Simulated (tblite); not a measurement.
Species: C4H8BClS.
Bonds: C1–C2 (double), C2–B3, B3–Cl4, C2–S5, S5–C6, C6–C7. Hydrogens: H8, H9 on C1; H10 on B3; H11, H12 on C6; H13, H14, H15 on C7.

Computed with GFN2-xTB (tblite), gas phase: L-BFGS steps from a force-field or distance-geometry start until the largest atomic force falls under 0.01 eV/Å.

Geometry at step 6:
```
atom  x, y, z in Å
C1     -1.3003   -0.1407   -0.9910
C2     -1.3274    0.2352    0.2836
B3     -2.4937    1.0318    0.9529
Cl4    -2.8460    2.5760    0.3875
S5      0.0097   -0.1146    1.4145
C6      1.4001   -0.9218    0.5173
C7      2.1470   -0.0621   -0.4967
H8     -0.4664   -0.6706   -1.4174
H9     -2.1344    0.0502   -1.6512
H10    -3.1528    0.5927    1.8098
H11     2.0731   -1.1703    1.3410
H12     1.0660   -1.8625    0.0755
H13     3.2290   -0.1687   -0.3562
H14     1.8902    0.9876   -0.3753
H15     1.9015   -0.3543   -1.5162
```

Question: What forces act on the atoms?

Answer: 
```tsv
atom	Fx (eV/Å)	Fy (eV/Å)	Fz (eV/Å)
C1	0.043	-0.040	-0.145
C2	0.245	-0.107	-0.046
B3	-0.020	-0.015	-0.052
Cl4	-0.037	0.109	-0.077
S5	0.048	0.040	0.041
C6	0.138	-0.174	-0.047
C7	0.062	0.069	-0.014
H8	-0.042	-0.068	-0.044
H9	0.114	0.048	0.103
H10	0.009	-0.090	0.175
H11	-0.161	0.026	0.071
H12	-0.170	0.107	0.060
H13	-0.294	0.029	-0.079
H14	0.042	0.011	0.025
H15	0.024	0.055	0.030
```

The largest, 0.31 eV/Å, acts on H13; the rms over all components is 0.098 eV/Å. The forces sum to zero within rounding, as they must for an isolated molecule in no field.

Question: Give the force on H13 in Eh/bohr and in nN.

Answer: 0.306 eV/Å ÷ 51.422 = 0.00595 Eh/bohr, and 0.306 eV/Å × 1.602 = 0.49 nN.

Question: How far is this geometry from the end of the optimisation?

Answer: 0.245 eV above it, and 0.631 Å rms away after alignment. The bonds farthest from their final lengths, with half the difference of the two atoms' forces along the bond (positive lengthens):

| bond | now (Å) | final (Å) | force along bond (eV/Å) |
| --- | --- | --- | --- |
| S5–C6 | 1.841 | 1.830 | +0.10 |
| C2–S5 | 1.786 | 1.776 | -0.06 |
| C1=C2 | 1.329 | 1.339 | +0.04 |
| B3–Cl4 | 1.682 | 1.690 | +0.06 |
| C6–C7 | 1.525 | 1.517 | +0.04 |
| C7–H13 | 1.096 | 1.089 | -0.18 |

The angle farthest from its final value is C2–S5–C6, 110.0° against 105.6°.

Of the 3 listed bonds off by 0.010 Å or more, this force points towards the final length in 2.

What follows is the cost of the whole relaxation. Time: 1.1 s wall. Hardware: an Arm Neoverse N1 with one thread, shared host with 64 logical CPUs at a one-minute load of 60.
